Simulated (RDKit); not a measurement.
Input file for RDKit: UFF on H3NOSn (SMILES [NH2][Sn][OH]), a point of a torsion scan.

```python
from rdkit import Chem
from rdkit.Chem import AllChem, rdDetermineBonds

blocks = [
'''6

N    -1.17070894   -0.06462202    0.19764344
Sn    0.35733588   -1.24139155    0.86720780
O     1.77909287   -0.15361127   -0.15318220
H    -2.16340085   -0.11831449    0.37864050
H    -1.00689235    0.72101279   -0.41705672
H     2.71071852   -0.35716778   -0.13189423
''',
]
mol = None
for b in blocks:
    f = Chem.MolFromXYZBlock(b)
    rdDetermineBonds.DetermineBonds(f, charge=0)
    mol = f if mol is None else Chem.CombineMols(mol, f)
Chem.SanitizeMol(mol)
print(Chem.MolToSmiles(Chem.RemoveHs(mol)))
ff = AllChem.UFFGetMoleculeForceField(mol, vdwThresh=100.0, ignoreInterfragInteractions=False)
e = ff.CalcEnergy()
print(f'UFF energy {e:.6f} kcal/mol')
```

The log:

```
UFFTYPER: Warning: hybridization set to SP3 for atom 1
[H]/[O+]=[Sn-]/[NH2]
UFF energy 45.226754 kcal/mol
```

The run finished.

Cost: around 0.010 core-seconds (rough).
